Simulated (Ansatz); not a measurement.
The cluster Si₃W₃⁻, relaxed as a doublet with UKS PBE-D4/def2-SVPD in Ansatz, starting from the GFN2-xTB geometry. Force threshold 0.02 eV/Å.

In the def2 sets W takes a core potential; there is no spin–orbit coupling. The highest occupied level of the charge -1 doublet lies above zero (up to 0.09 eV). By energy differences its removal costs 1.85 eV (vertical, to the charge 0 singlet, at PBE0-D4/def2-TZVPD). The relaxation made no stability test and no search for a lower SCF solution. The structure comes from a short search, and lower isomers may exist.

Start:

```tsv
atom	x (Å)	y (Å)	z (Å)
W1	-1.024	1.289	-1.149
W2	2.001	-0.666	0.481
W3	0.158	-0.987	-1.281
Si4	-2.126	-0.166	0.515
Si5	1.183	1.640	-0.075
Si6	-0.192	-1.110	1.509
```

| step | energy (eV) | largest force component (eV/Å) | SCF passes |
| --- | --- | --- | --- |
| 1 | -29092.5337 | 3.448 | 116 |
| 2 | -29093.3653 | 1.197 | 103 |
| 3 | -29093.9506 | 0.952 | 70 |
| 4 | -29094.2145 | 0.524 | 49 |
| 5 | -29094.3154 | 0.275 | 55 |
| 6 | -29094.3447 | 0.206 | 58 |
| 7 | -29094.4565 | 0.405 | 55 |
| 8 | -29094.6365 | 0.615 | 53 |
| 9 | -29094.8153 | 0.406 | 54 |
| 10 | -29094.8661 | 0.434 | 50 |
| 11 | -29094.8836 | 0.129 | 47 |
| 12 | -29094.8846 | 0.068 | 41 |
| 13 | -29094.8849 | 0.010 | 36 |

Force components are those of the run's own axes.

End:

| atom | x (Å) | y (Å) | z (Å) |
| --- | --- | --- | --- |
| W1 | -0.864 | 1.177 | -0.168 |
| W2 | 1.843 | -0.586 | 0.420 |
| W3 | 0.085 | -0.778 | -1.101 |
| Si4 | -2.314 | -0.768 | -0.042 |
| Si5 | 1.593 | 1.534 | -0.658 |
| Si6 | -0.342 | -0.579 | 1.548 |

Bonds formed: W1–Si6 (atoms count from 1). Metal–metal contacts that move far: W1–W2 3.95 to 3.28 Å.

No frequencies were taken in this run, so the end may be a saddle point.

Run time 1.8 min (4 threads of Arm Neoverse V2 on a shared host).
